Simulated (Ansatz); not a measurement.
A made-up structure of CHOSe, doublet:

```csv
atom,x (Å),y (Å),z (Å)
O1,-2.9047,1.2841,-0.1094
C2,0.1554,-0.0876,0.1112
Se3,-1.2684,0.7814,-0.8372
H4,0.4939,-1.0048,-0.4076
```

It is relaxed with PBE-D4/def2-SVP and then PBE0-D4/def2-TZVP (Ansatz 0.2.0). Atoms count as bonded within 1.22 times the sum of their covalent radii (H–H: 0.88 Å). The end point is not checked to be a true minimum.

(1) Does its bonding change? (Judge from chemistry; the calculation decides.)

## Answers

(1) By the calculation: No: no bond forms or breaks.

Where it ends: The first stage lowers the energy by 1.13 eV in 9 steps. It ends as CHOSe ([CH][Se][O]):
O1  (-2.562, 1.332, -0.014)
C2  (-0.209, -0.207, -0.004)
Se3  (-1.423, 0.619, -0.930)
H4  (0.670, -0.772, -0.294)
(Å)

Labels in which every atom is bracketed show which atoms are joined, not bond orders.

For scale, one of the runs: PBE0-D4/def2-TZVP relaxation, 116 basis functions, launched by `ansatz run in.yaml --threads 2 --pin off --events-out ev --progress --plain --max-ram 4352MiB`. The run took about 18 s on 2 CPU threads of an Intel Xeon Platinum 8488C (shared host).
